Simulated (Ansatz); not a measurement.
System: SiH2SeF, charge 0, doublet. SiH2SeF (SMILES F[Se][SiH2], doublet).
B3LYP-D3(BJ)/def2-TZVP minimum from Ansatz (a program for electronic structure):
```
Si
H 1 1.4878
H 1 1.4891 2 111.06
Se 1 2.2741 2 100.80 3 119.64
F 4 1.7872 1 97.07 2 175.56
```
Charge 0, spin multiplicity 2.

Property: atomisation energy (electronic, to ground-state atoms), in kcal/mol. Radicals and triplets start from unrestricted determinants; spin-orbit coupling is neglected. Correlated methods leave the cores frozen (noble-gas shells, and filled d and f shells in the p block). No relativity. CBS(X,Y): correlation extrapolated as X^-3, Hartree-Fock from the larger set. A bracket is a step between two methods taken in the basis named. Double hybrids freeze cores in their MP2 part. For partners of very few electrons the exact lower level stands in for a higher one.

CCSD(T)/CBS(def2-TZVPP,def2-QZVPP) + [CCSDT(Q) - CCSD(T)]/def2-SVP (Ansatz) gives 292.3 kcal/mol.

Question: How far off this value is PBE/def2-TZVPD (Ansatz), in which direction, and how far these levels: r2SCAN/def2-TZVPD, B3LYP/def2-TZVPD, PBE0/def2-TZVPD, B2PLYP/def2-TZVPD, CCSD(T)/CBS(def2-TZVPP,def2-QZVPP)?

Answer: PBE gives 300.6 kcal/mol, 8.3 kcal/mol above it. Differences of the others: r2SCAN/def2-TZVPD (Ansatz) 4.5; B3LYP/def2-TZVPD (Ansatz) -3.0; PBE0/def2-TZVPD (Ansatz) -3.9; B2PLYP/def2-TZVPD (Ansatz) -6.6; CCSD(T)/CBS(def2-TZVPP,def2-QZVPP) (Ansatz) -1.0 kcal/mol.
